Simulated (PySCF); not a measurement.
**Structure from NMR data**

An unknown has the formula C$_{4}$H$_{8}$N$_{2}$OSi. Its calculated NMR data are:

1H NMR (300 MHz, computed): δ 4.65 (s, 2H), 2.95 (s, 3H), 2.25 (s, 3H).

13C{1H} NMR (computed): δ 185.3, 123.9, 31.5, 20.1.

- GIAO PBE0/pcSseg-1 shieldings
- coordinates at the GFN2-xTB level
- program: PySCF 2.14
- relativity neglected, in vacuum, one averaged value for each set of equivalent atoms, one computed conformer

Chemical shifts δ = σref − σ; 1H (31.72 ppm) and 13C (186.93 ppm) vs TMS, all at this level.

**Question.** Deduce the structure.

**Answer.** 
Rings plus π bonds: 3 (no ring in the answer). 4 carbon signals for 4 carbons: no two carbons are equivalent. Carbon types of the structure: 2 × C, 2 × CH3, leaving 2 H on heteroatoms. δC 185.3: amide carbonyl carbon; it is a carbonyl in resonance with an O or N lone pair, the region of acids, esters and amides. δC 123.9: nitrile carbon; this is the usual window of a C≡N carbon, which has no attached hydrogen. δC 31.5: methyl carbon bonded to N; pulled downfield by the heteroatom. δC 20.1: methyl carbon α to a carbonyl; α to the electron-withdrawing carbonyl group. δH 4.65: hydrogen on a silicon bonded to C, N. δH 2.95: hydrogen on a methyl carbon bonded to N; its carbon carries N, which withdraws density. δH 2.25: hydrogen on a methyl carbon α to a carbonyl; α to C=O.

These data were computed for SMILES CC(=O)N(C)[SiH2]C#N.

The shifts were computed for this structure.

Shifts are as computed. Against solution values, carbons near 30 ppm lie about +3 ppm off and those near 130 ppm about +5 ppm. Of 1309 compounds with measured shifts, 239 miss one by over three times the rms of a fit or turn the order of signals round; such compounds aren't used in these exercises. Multiplicities follow the n + 1 count of equivalent neighbours, as no J values were calculated; m marks all less simple cases, F and P coupling included.
